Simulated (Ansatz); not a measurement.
BGeH₅O, SMILES B[O][GeH3].

The structure is a stationary point at PBE0-D3(BJ)/def2-SVP.

Two levels are set side by side: PBE/def2-SVPD (Ansatz, a first-principles code) and PBE0/def2-SVPD (Ansatz). Energy differences of separate SCF runs at the same geometry; the states with an electron removed or added have multiplicity 2 and 2. Differences are taken from unrounded values.

```json
[
 {"quantity": "vertical ionisation energy (eV)", "PBE": "10.18"},
 {"quantity": "vertical singlet–triplet gap (eV)", "PBE": "5.01"}
]
```

Question: These are the PBE values. What does PBE0 give? (Estimate from the structure and the level; the computed values follow.)

Answer: 
```tsv
quantity	PBE0	PBE minus PBE0
vertical ionisation energy (eV)	10.50	-0.32
vertical singlet–triplet gap (eV)	5.29	-0.28
```
